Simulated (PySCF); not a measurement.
CH3IMg, SMILES [CH3][Mg][I].

Geometry optimised at B3LYP-D3(BJ)/def2-TZVP. The def2 effective core potentials stand for the cores of I; spin–orbit coupling is left out.

These are B3LYP-D3(BJ)/def2-TZVP (PySCF) values and carry that method's errors.

Frequencies are harmonic and unscaled.

Modes within 1.5 cm⁻¹ of each other (mostly degenerate sets) share a row, with their intensities summed.

```csv
mode,ν (cm⁻¹),IR (km/mol),moving atoms (share of kinetic energy)
1–2,95,38.7,"Mg 63 %, C 18 %, H 17 %"
3,252,15.0,"C 36 %, Mg 33 %, I 23 %, H 9 %"
4–6,587,192.8,"Mg 52 %, C 37 %, H 10 %"
7,1158,1.6,"H 83 %, C 17 %"
8–9,1451,0.1,H 95 %
10,3018,25.7,H 97 %
11–12,3092,24.3,"H 91 %, C 9 %"
```
